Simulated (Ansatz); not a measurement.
Mulliken charges of `N[CH](F)[GeH3]` from PBE/def2-TZVPP in Ansatz (PBE0-D4/def2-TZVP geometry).

```csv
atom,x (Å),y (Å),z (Å),charge (e)
N1,-0.754,1.175,-0.563,-0.296
C2,0.332,0.631,0.138,0.048
F3,1.567,0.796,-0.540,-0.208
Ge4,0.079,-1.310,0.456,0.087
H5,-0.929,0.721,-1.449,0.158
H6,-0.685,2.176,-0.697,0.150
H7,0.453,1.163,1.085,0.092
H8,-0.364,-1.947,-0.872,-0.016
H9,1.397,-1.938,0.929,-0.004
H10,-1.013,-1.517,1.517,-0.011
```

**Question.** By hand: the dipole of these point charges (1 e Å = 4.8032 D).

**Answer.** Σ q r = (-0.276, 0.006, 0.085) e Å, of length 0.289 e Å = 1.39 D.

**Question.** How does the dipole of the full density compare? (Estimate.)

**Answer.** Ansatz gave: (-0.216, 0.133, -0.027) e Å, 1.23 D; the point charges give 1.13 times that, at 38° from its direction.

Point charges leave out the atoms' own dipoles, such as those of lone pairs, and Mulliken's split depends on the basis, so the two needn't agree.
